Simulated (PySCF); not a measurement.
Geometries of 3 isomers of C2H7BN2, from PySCF, PBE0-D3(BJ)/def2-SVP geometry optimisation, gas phase. One conformer each, no zero-point energy, no frequencies.

Question: Which is lowest in electronic energy at this level?
A.
```xyz
12
angstrom
C     -1.276   -0.588   -0.310
N     -0.419    0.099    0.669
B      0.885    0.839    0.054
C      1.753   -0.302   -0.602
N      2.337   -1.189   -1.072
H     -1.635    0.149   -1.038
H     -0.667   -1.331   -0.841
H     -2.128   -1.080    0.179
H     -0.100   -0.564    1.379
H     -0.953    0.811    1.171
H      1.453    1.373    0.992
H      0.475    1.640   -0.770
```
B.
```xyz
12
angstrom
B     -0.942    1.064   -0.142
N      0.464    1.180   -0.228
C      1.115   -0.101   -0.036
C     -0.049   -1.103    0.184
N     -1.248   -0.293    0.106
H     -1.738    1.963   -0.260
H      1.019    2.005   -0.388
H      1.798   -0.093    0.833
H      1.724   -0.392   -0.912
H      0.047   -1.609    1.163
H     -0.035   -1.898   -0.584
H     -2.152   -0.725    0.212
```
C.
```xyz
12
angstrom
C      2.535    0.399    0.304
C      1.128    0.052    0.331
N      0.010   -0.223    0.350
B     -1.689   -0.593    0.312
N     -2.333    0.079   -0.804
H      2.693    1.272   -0.345
H      2.881    0.641    1.318
H      3.123   -0.446   -0.083
H     -1.606   -1.812    0.227
H     -1.988   -0.183    1.428
H     -2.221   -0.257   -1.750
H     -2.532    1.070   -0.772
```

Answer: B. That is `B1NCCN1`, 39.5 kcal/mol below the next.

| SMILES | atoms numbered as above | E (Eh) | relative (kcal/mol) | relative (kJ/mol) | dipole (D) |
| --- | --- | --- | --- | --- | --- |
| B1NCCN1 | [BH:1]1[NH:2][CH2:3][CH2:4][NH:5]1 | -214.43951 | 0.0 | 0.0 | 1.30 |
| C[NH2+][BH2-]C#N | [CH3:1][NH2+:2][BH2-:3][C:4]#[N:5] | -214.37651 | 39.5 | 165.4 | 7.46 |
| CC#[N+][BH2-]N | [CH3:1][C:2]#[N+:3][BH2-:4][NH2:5] | -214.35921 | 50.4 | 210.8 | 7.35 |
